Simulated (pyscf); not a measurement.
# HO–Ta(Cl)(Cl)(Cl)–Cl, singlet

Gas-phase minimum from PySCF at ωB97X-D3(BJ)/def2-SVP, one conformer. 

SMILES: [OH][Ta]([Cl])([Cl])([Cl])[Cl]
```xyz
7

O      0.0713    -0.9139     0.7257
Ta    -1.2814    -0.0330    -0.1968
Cl    -1.9231     1.0439     1.7231
Cl     0.2607     0.9304    -1.5933
Cl    -2.9757     1.0765    -1.3518
Cl    -2.2441    -2.0351    -0.7625
H      0.7705    -1.3646     1.2039
```
Charge 0, spin multiplicity 1.

Bonds (Å): O1–Ta2 1.859, O1–H7 0.960, Ta2–Cl3 2.293, Ta2–Cl4 2.293, Ta2–Cl5 2.332, Ta2–Cl6 2.292. Bond angles (°): Ta2–O1–H7 179.7, O1–Ta2–Cl3 90.6, O1–Ta2–Cl4 90.7, O1–Ta2–Cl5 179.9, O1–Ta2–Cl6 90.8, Cl3–Ta2–Cl4 120.1, Cl3–Ta2–Cl5 89.3, Cl3–Ta2–Cl6 120.0, Cl4–Ta2–Cl5 89.3, Cl4–Ta2–Cl6 119.9, Cl5–Ta2–Cl6 89.3.

Properties at ωB97X-D3(BJ)/def2-SVP:

| Quantity | Value |
|---|---|
| Harmonic wavenumbers, unscaled | 54, 55, 128, 128, 174, 201, 201, 364, 400, 401, 411, 437, 437, 768, 3986 cm⁻¹ |
| Zero-point energy | 11.6 kcal/mol |
| Rotational symmetry number | 3 |
| Entropy of this conformer at 298 K and 1 atm, rigid rotor and harmonic oscillator, modes under 100 cm⁻¹ raised to 100 | 405.3 J/(mol K) |
| Dipole moment | 3.81 D |

Single-point totals, which compare only within one level:

```json
[
 {"level": "ωB97X-D3(BJ)/def2-TZVP", "total energy (hartree)": "-1974.12331"},
 {"level": "PBE/def2-TZVP", "total energy (hartree)": "-1973.25809"},
 {"level": "r²SCAN/def2-TZVP", "total energy (hartree)": "-1973.93407"},
 {"level": "B3LYP-D3(BJ)/def2-TZVP", "total energy (hartree)": "-1974.14227"},
 {"level": "PBE0-D3(BJ)/def2-TZVP", "total energy (hartree)": "-1973.36038"},
 {"level": "M06-2X/def2-TZVP", "total energy (hartree)": "-1973.84712"},
 {"level": "ωB97M-D3(BJ)/def2-TZVP", "total energy (hartree)": "-1974.21659"}
]
```

Soft torsions are taken as harmonic, which can shift the entropy by several J/(mol K). Elements past Kr carry the def2 core potentials, without spin-orbit coupling.
